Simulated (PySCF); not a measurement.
Structure problem from calculated spectra and properties.

Formula: C11H8O.

| Item | Value |
| --- | --- |
| 1H NMR | chemical shifts (computed TMS as zero) by class: 7.56 (1 H), 7.53 (1 H), 7.29 (1 H), 7.02 (1 H), 3.94 (3 H), 1.94 (1 H) ppm [GIAO PBE0/pcSseg-1] |
| Dipole | 1.33 D [PBE0/pcSseg-1] |
| Rotational structure | rotational constants A, B, C: 1.894, 0.441, 0.358 GHz [GFN2-xTB] |
| 13C NMR | chemical shifts (computed TMS as zero) by class: 166.6 (1 C), 135.1 (1 C), 133.1 (1 C), 126.4 (1 C), 126.0 (1 C), 118.1 (1 C), 85.0 (1 C), 80.5 (1 C), 79.8 (1 C), 73.9 (1 C), 55.6 (1 C) ppm [GIAO PBE0/pcSseg-1] |
| NMR, other nuclei | isotropic shieldings of nuclei other than C and H, by class: 230 (1 O) ppm [GIAO PBE0/pcSseg-1] |

Electronic properties: PySCF, gas phase, density fitting. Levels stand in brackets. Isolated species at its GFN2-xTB geometry (one conformer only). NMR values are class means; diastereotopic atoms form classes of their own.

Q: Give a SMILES that accounts for the data.

A: Numbering: `[CH:1]#[C:2][C:3]#[C:4][c:5]1[cH:6][cH:7][cH:8][c:9]([O:10][CH3:11])[cH:12]1`. Its formula, C11H8O, gives 8 degrees of unsaturation: 1 ring and 7 π bonds in the structure found (Kekulé form). 11 carbons fall into 11 classes; from least to most shielded: aromatic carbon bearing oxygen [C9] (166.6 ppm), aromatic CH carbon [C7] (135.1 ppm), aromatic CH carbon [C6] (133.1 ppm), substituted aromatic carbon [C5] (126.4 ppm), aromatic CH carbon [C8] (126.0 ppm), aromatic CH carbon [C12] (118.1 ppm), alkyne carbon [C3] (85.0 ppm), terminal alkyne carbon [C1] (80.5 ppm), alkyne carbon [C4] (79.8 ppm), alkyne carbon [C2] (73.9 ppm), methoxy carbon [C11] (55.6 ppm). Hydrogen classes from least to most shielded: 1 H on an aromatic CH carbon, C7 (7.56 ppm), 1 H on an aromatic CH carbon, C6 (7.53 ppm), 1 H on an aromatic CH carbon, C8 (7.29 ppm), 1 H on an aromatic CH carbon, C12 (7.02 ppm), 3 H on a methoxy carbon, C11 (3.94 ppm, a mean of values up to 0.5 ppm apart in this geometry), 1 H on a terminal alkyne carbon, C1 (1.94 ppm). The other shieldings belong to: 230 ppm, aryl ether oxygen [O10]. The optimised geometry has point group Cs and is an asymmetric top. Structure: `C(C#C)#Cc1cccc(c1)OC`. Computed isomers that give other values at the same levels: `CC#C/C=C/C#Cc1ccco1` (13C chemical shifts (computed TMS as zero) by class: 149.3 (1 C), 143.1 (1 C), 128.8 (1 C), 126.9 (1 C), 126.1 (1 C), 118.7 (1 C), 106.1 (1 C), 104.7 (1 C), 96.4 (1 C), 86.6 (1 C), 6.4 (1 C) ppm). The assignments are read from this structure; whether some other isomer fits the data as well wasn't checked.

The values belong to the conformer `[CH:1]#[C:2][C:3]#[C:4][c:5]1[cH:6][cH:7][cH:8][c:9]([O:10][CH3:11])[cH:12]1`: C8–C9–O10–C11 180°.
